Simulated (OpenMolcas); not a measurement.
# Multiconfigurational calculation on Cu VII

Input:

```
&GATEWAY
Coord
1

Cu 0.0 0.0 0.0
Basis=ANO-R3
Group=XYZ
NoMove
AngMom=0.0 0.0 0.0
AMFI
&SEWARD
&RASSCF
FileOrb=start.orb
Symmetry=1
Spin=6
nActEl=5 0 0
Inactive=3 6
Ras2=5 0
CIRoot=1 1 1
SDav=1
CIMx=300
Iter=120 100
PrWF=0.3
OrbListing=Nothing
MaxOrb=0
Atom
>>> COPY $Project.JobIph JOB001
&RASSCF
FileOrb=start.orb
Symmetry=1
Spin=4
nActEl=5 0 0
Inactive=3 6
Ras2=5 0
CIRoot=24 24 1
SDav=24
CIMx=300
Iter=120 100
PrWF=0.3
OrbListing=Nothing
MaxOrb=0
Atom
>>> COPY $Project.JobIph JOB002
&RASSCF
FileOrb=start.orb
Symmetry=1
Spin=2
nActEl=5 0 0
Inactive=3 6
Ras2=5 0
CIRoot=75 75 1
SDav=75
CIMx=300
Iter=120 100
PrWF=0.3
OrbListing=Nothing
MaxOrb=0
Atom
>>> COPY $Project.JobIph JOB003
&RASSI
NrOfJobIphs=3 1 24 75
1
1 2 3 4 5 6 7 8 9 10 11 12 13 14 15 16 17 18 19 20 21 22 23 24
1 2 3 4 5 6 7 8 9 10 11 12 13 14 15 16 17 18 19 20 21 22 23 24 25 26 27
28 29 30 31 32 33 34 35 36 37 38 39 40 41 42 43 44 45 46 47 48 49 50 51
52 53 54 55 56 57 58 59 60 61 62 63 64 65 66 67 68 69 70 71 72 73 74 75
IphNames
JOB001
JOB002
JOB003
EJob
SpinOrbit
DIPRint=1.0
SOCoupling=1000.0
Subsets=2
MEES
Property=10
'ANGMOM' 1 'ANGMOM' 2 'ANGMOM' 3 'MLTPL  1' 1 'MLTPL  1' 2 'MLTPL  1' 3
'AMFI' 1 'AMFI' 2 'AMFI' 3 'MLTPL  2' 6
SOProperty=3
'ANGMOM' 1 'ANGMOM' 2 'ANGMOM' 3
```

Launched by
```bash
OMP_NUM_THREADS=1 MOLCAS_MEM=2252 MOLCAS_PROJECT=a pymolcas a.inp > a.log  # once for each step of the input, in one work folder
```

A driver script runs the steps one by one and writes start.orb anew before each from the orbitals found so far.

Output, cut to the results:

```
--- SEWARD ---
Basis set label: CU.ANO-R...7S5P5D3F2G1H.

      Electronic valence basis set:
      ------------------
      Associated Effective Charge  29.000000 au
      Associated Actual Charge     29.000000 au
      Nuclear Model: Finite nucleus - Gaussian distribution
        Gaussian exponent, Xi/bohr**(-2):  2.76660E+08

      Shell  nPrim  nBasis  Cartesian Spherical Contaminant
         s      21       7        X
         p      13       5        X
         d       9       5                 X
         f       5       3                 X
         g       4       2                 X
         h       3       1                 X
                  Relativistic X2C integrals
                  Atomic mean-field integrals
--- RASSCF ---
Wave function specifications:
      -----------------------------

      Number of closed shell electrons          18
      Number of electrons in active shells       5
      Max number of holes in RAS1 space          0
      Max nr of electrons in RAS3 space          0
      Number of inactive orbitals                9
      Number of active orbitals                  5
      Number of secondary orbitals              83
      Spin quantum number                      2.5
      State symmetry                             1
Orbital specifications:
      -----------------------

      Symmetry species                           1   2
                                                ag  au
      Frozen orbitals                            0   0
      Inactive orbitals                          3   6
      Active orbitals                            5   0
      RAS1 orbitals                              0   0
      RAS2 orbitals                              5   0
      RAS3 orbitals                              0   0
      Secondary orbitals                        42  41
      Deleted orbitals                           0   0
      Number of basis functions                 50  47
      Number of CSFs                             1
      Number of root(s) required                 1
      Iter CI   SX   CI       RASSCF       Energy    max ROT     max BLB   max BLB  Level Ln srch  Step   QN
          iter iter root      energy       change     param      element    value   shift minimum  type update
 Nr of preliminary CI iterations:   1
      Total energies have been shifted. Add                -1000.00 au
        1   1    2    1  -642.41255221    0.00E+00  -1.08E-08    4  15 2  3.77E-07   0.00   0.00    SX    NO
        2   1    2    1  -642.41255221   -4.32E-12   7.06E-09    4   9 2 -7.98E-08   0.00   0.00    SX    NO
        3   1    2    1  -642.41255221    6.82E-13  -3.88E-09    7  26 1  5.63E-08   0.00   0.00    SX    NO
        4   1    1    1  -642.41255221    1.14E-12   0.00E+00    5  29 1  2.82E-08   0.00   0.00    SX    NO
      Convergence after  4 iterations
        5   1    1    1  -642.41255221    6.82E-13   0.00E+00    5  29 1  2.82E-08   0.00   0.00    SX    NO
      Natural orbitals and occupation numbers for root  1
      sym 1:   1.000000   1.000000   1.000000   1.000000   1.000000
::    RASSCF root number  1 Total energy:  -1642.41255221
--- RASSCF ---
Wave function specifications:
      -----------------------------

      Number of closed shell electrons          18
      Number of electrons in active shells       5
      Max number of holes in RAS1 space          0
      Max nr of electrons in RAS3 space          0
      Number of inactive orbitals                9
      Number of active orbitals                  5
      Number of secondary orbitals              83
      Spin quantum number                      1.5
      State symmetry                             1
Orbital specifications:
      -----------------------

      Symmetry species                           1   2
                                                ag  au
      Frozen orbitals                            0   0
      Inactive orbitals                          3   6
      Active orbitals                            5   0
      RAS1 orbitals                              0   0
      RAS2 orbitals                              5   0
      RAS3 orbitals                              0   0
      Secondary orbitals                        42  41
      Deleted orbitals                           0   0
      Number of basis functions                 50  47
      Number of CSFs                            24
      Number of root(s) required                24
...
--- RASSI ---
SPIN-FREE ENERGIES:
  (Shifted by EMIN (a.u.) =      -1642.4125522121)

 SF State       Relative EMIN(au)   Rel lowest level(eV)    D:o, cm**(-1)      L_eff

     1             0.0000000000        0.0000000000              0.0000         0.0
     2             0.2359949784        6.4217505093          51794.9109         4.0
     3             0.2359949784        6.4217505093          51794.9109         4.0
     4             0.2359949784        6.4217505093          51794.9109         4.0
     5             0.2359949784        6.4217505093          51794.9109         4.0
     6             0.2359949784        6.4217505093          51794.9109         4.0
     7             0.2359949784        6.4217505093          51794.9109         4.0
     8             0.2359949784        6.4217505093          51794.9109         4.0
     9             0.2359949784        6.4217505093          51794.9109         4.0
    10             0.2359949784        6.4217505093          51794.9109         4.0
    11             0.2731566110        7.4329700469          59950.9465         1.0
    12             0.2731566110        7.4329700469          59950.9465         1.0
    13             0.2731566110        7.4329700469          59950.9465         1.0
    14             0.2927055580        7.9649239956          64241.4444         2.0
    15             0.2927055580        7.9649239956          64241.4444         2.0
    16             0.2927055580        7.9649239956          64241.4444         2.0
    17             0.2927055580        7.9649239956          64241.4444         2.0
    18             0.2927055580        7.9649239956          64241.4444         2.0
    26             0.3365353760        9.1575941028          73860.9776         6.0
    27             0.3365353760        9.1575941028          73860.9776         6.0
    28             0.3365353760        9.1575941028          73860.9776         6.0
...
```

Levels above the lowest, from the spin-orbit matrix, grouped by J:

```
Configuration   Term     J  E (cm-1)  Measured (cm-1)      g  Term weight %    Second
          3d5     6S   5/2       0.0              0.0  2.002            100          
          3d5     4G   5/2     51670                   0.573             99          
          3d5     4G   7/2     51777                   0.985            100          
          3d5     4G  11/2     51805                   1.273            100          
          3d5     4G   9/2     51840                   1.172            100          
          3d5     4P   5/2     59191            50732  1.570             87     12 4D
          3d5     4P   3/2     59477            51067  1.679             90     10 4D
          3d5     4P   1/2     59826            51407  2.569             96      4 4D
          3d5     4D   7/2     64182            55742  1.428             99          
          3d5     4D   1/2     64526            56210  0.099             96      4 4P
          3d5     4D   3/2     64794            56428  1.252             90     10 4P
          3d5     4D   5/2     64845            56427  1.397             88     12 4P
          3d5     2I  11/2     73722            67757  0.925             99          
          3d5     2I  13/2     73977            67918  1.077            100          
          3d5  2D(1)   5/2     82015                   1.076             61  35 2F(1)
          3d5  2D(1)   3/2     83533            72227  0.738             84     16 4F
          3d5  2F(1)   7/2     85545            74408  1.145             89      8 4F
          3d5     4F   9/2     86396            75930  1.320             94   5 2G(1)
          3d5     4F   5/2     86596            76019  1.006             84  14 2F(1)
          3d5     4F   7/2     86702            76349  1.229             89   8 2F(1)
          3d5     4F   3/2     87370            76886  0.464             84  16 2D(1)
          3d5  2F(1)   5/2     88294                   1.007             49  37 2D(1)
          3d5     2H   9/2     90366            80717  0.946             84  13 2G(1)
          3d5     2H  11/2     91291            81954  1.089             98
```

Against the 17 measured excited levels shown (the list in Gamrath, thesis, University of Mons (2023)) the mean absolute deviation is 9100 cm-1; the largest miss in energy is 3d5 2D 3/2(1): computed 83533, measured 72227 cm-1 (+15.7 %).

Without dynamic correlation excited terms often stand tens of per cent too high (terms of higher spin than the ground term too low), and those without a measured partner can miss by more than the paired ones. Some levels mix across a computed gap that differs much from the measured one, so their mixing is not that of the real levels. Computed and measured levels are paired by configuration, term and J; levels that our copy of the source lacks, or whose pairing is in doubt (as where it misses far off the trend of its configuration), stay unpaired and out of the deviations. Only configurations of the active space appear. The table shows the lowest 24 of 37 levels.

The RASSCF and RASSI steps took 45 s on 1 thread of Arm Neoverse V2 (shared host); the integral step is not counted.

The term weight is that of the spin-free term in the level, not the purity of its configuration. A number in round brackets counts repeated terms of one configuration in the order of the reference energies.
